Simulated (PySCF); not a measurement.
Species: isobutyl lactate, `CC(C)COC(=O)[C@@H](C)O`. The columns A, B, C and D hold Mulliken, IAO, Hirshfeld and ESP-fitted charges (e) of one PBE0/pcSseg-1 density (PySCF), in a shuffled order. Coordinates in Å (GFN2-xTB); the density's dipole moment is (3.03, -1.11, 0.73) D.

```json
{"atom": "C1", "x": "3.244", "y": "0.433", "z": "-0.517", "A": "-0.421", "B": "-0.113", "C": "-0.662", "D": "-0.220"}
{"atom": "C2", "x": "1.935", "y": "-0.281", "z": "-0.190", "A": "-0.094", "B": "-0.022", "C": "+0.354", "D": "-0.398"}
{"atom": "C3", "x": "1.889", "y": "-1.662", "z": "-0.838", "A": "-0.422", "B": "-0.122", "C": "-0.439", "D": "-0.221"}
{"atom": "C4", "x": "0.758", "y": "0.568", "z": "-0.666", "A": "-0.060", "B": "+0.010", "C": "+0.069", "D": "+0.123"}
{"atom": "O5", "x": "-0.465", "y": "-0.035", "z": "-0.228", "A": "-0.333", "B": "-0.075", "C": "-0.430", "D": "-0.469"}
{"atom": "C6", "x": "-1.557", "y": "0.706", "z": "-0.315", "A": "+0.507", "B": "+0.214", "C": "+0.576", "D": "+0.455"}
{"atom": "O7", "x": "-1.597", "y": "1.839", "z": "-0.731", "A": "-0.469", "B": "-0.247", "C": "-0.534", "D": "-0.433"}
{"atom": "C8", "x": "-2.799", "y": "-0.004", "z": "0.210", "A": "+0.056", "B": "+0.037", "C": "+0.436", "D": "+0.033"}
{"atom": "C9", "x": "-2.695", "y": "-0.104", "z": "1.739", "A": "-0.434", "B": "-0.128", "C": "-0.389", "D": "-0.236"}
{"atom": "O10", "x": "-3.938", "y": "0.705", "z": "-0.191", "A": "-0.552", "B": "-0.234", "C": "-0.677", "D": "-0.440"}
{"atom": "H11", "x": "4.088", "y": "-0.153", "z": "-0.165", "A": "+0.146", "B": "+0.046", "C": "+0.182", "D": "+0.121"}
{"atom": "H12", "x": "3.343", "y": "0.567", "z": "-1.592", "A": "+0.137", "B": "+0.041", "C": "+0.160", "D": "+0.108"}
{"atom": "H13", "x": "3.281", "y": "1.411", "z": "-0.044", "A": "+0.141", "B": "+0.043", "C": "+0.149", "D": "+0.117"}
{"atom": "H14", "x": "1.849", "y": "-0.396", "z": "0.895", "A": "+0.136", "B": "+0.037", "C": "+0.015", "D": "+0.125"}
{"atom": "H15", "x": "0.941", "y": "-2.146", "z": "-0.623", "A": "+0.148", "B": "+0.035", "C": "+0.095", "D": "+0.127"}
{"atom": "H16", "x": "1.999", "y": "-1.576", "z": "-1.917", "A": "+0.134", "B": "+0.039", "C": "+0.120", "D": "+0.103"}
{"atom": "H17", "x": "2.694", "y": "-2.285", "z": "-0.457", "A": "+0.141", "B": "+0.042", "C": "+0.115", "D": "+0.117"}
{"atom": "H18", "x": "0.812", "y": "1.585", "z": "-0.264", "A": "+0.147", "B": "+0.040", "C": "+0.077", "D": "+0.132"}
{"atom": "H19", "x": "0.743", "y": "0.633", "z": "-1.760", "A": "+0.140", "B": "+0.044", "C": "+0.077", "D": "+0.119"}
{"atom": "H20", "x": "-2.853", "y": "-1.011", "z": "-0.221", "A": "+0.154", "B": "+0.046", "C": "+0.009", "D": "+0.137"}
{"atom": "H21", "x": "-1.817", "y": "-0.681", "z": "2.014", "A": "+0.148", "B": "+0.039", "C": "+0.074", "D": "+0.119"}
{"atom": "H22", "x": "-2.626", "y": "0.891", "z": "2.173", "A": "+0.145", "B": "+0.040", "C": "+0.103", "D": "+0.109"}
{"atom": "H23", "x": "-3.586", "y": "-0.591", "z": "2.126", "A": "+0.156", "B": "+0.048", "C": "+0.126", "D": "+0.134"}
{"atom": "H24", "x": "-3.655", "y": "1.608", "z": "-0.406", "A": "+0.352", "B": "+0.141", "C": "+0.396", "D": "+0.240"}
```

Which column most likely holds the ESP-fitted charges?

C. Σ q r misses the density's dipole by 0.04 D (C), 0.73 D (A), 0.88 D (D), 0.92 D (B). Charges fitted to the outside potential are the only set here that is tied to the molecule's multipoles.

And the Hirshfeld charges?

B. The mean sizes are 0.079 e (B), 0.201 e (D), 0.232 e (A), 0.261 e (C), and Hirshfeld charges are commonly the smallest of these schemes.

As computed, A = IAO, B = Hirshfeld, C = ESP-fitted, D = Mulliken. Hydrogens on carbon: IAO +0.13 to +0.16, Hirshfeld +0.04 to +0.05, ESP-fitted +0.01 to +0.18, Mulliken +0.10 to +0.14 e.

The Hirshfeld scheme divides the density at each point in proportion to the densities of the neutral, spherically averaged free atoms. The ESP scheme is a least-squares fit of atom-centred charges to the potential on four shells outside the van der Waals surface, with the total charge fixed.

The structure is a single GFN2-xTB conformer in the gas phase; no vibrational or solvent corrections.
